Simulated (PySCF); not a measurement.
Ligands exchanged one at a time, Ga H-Cl. Gas-phase values, no solvent. Strings in code marks are SMILES.

The HOMO–LUMO gap from two functionals at the same geometries (B3LYP-D3(BJ)/def2-TZVP), both in PySCF: PBE-D3(BJ)/def2-TZVP and B3LYP-D3(BJ)/def2-TZVP. B3LYP has the VWN-RPA correlation part, as in Gaussian. 

```tsv
species	B3LYP-D3(BJ)/def2-TZVP (eV)
0 of 3 H replaced by Cl (`[GaH3]`)	6.29
1 of 3 H replaced by Cl (`[Cl][GaH2]`)	6.08
2 of 3 H replaced by Cl	6.82
3 of 3 H replaced by Cl	6.74
```

Q: What does PBE-D3(BJ)/def2-TZVP give for each?

A: 
- 0 of 3 H replaced by Cl (`[GaH3]`): 4.69
- 1 of 3 H replaced by Cl (`[Cl][GaH2]`): 4.48
- 2 of 3 H replaced by Cl: 5.19
- 3 of 3 H replaced by Cl: 4.98
Over these rows, drawn at random from the members with no instability flagged (it was tested for open shells, ions and some series alone), PBE minus B3LYP-D3(BJ): mean -1.64 eV, from -1.76 eV to -1.59 eV.
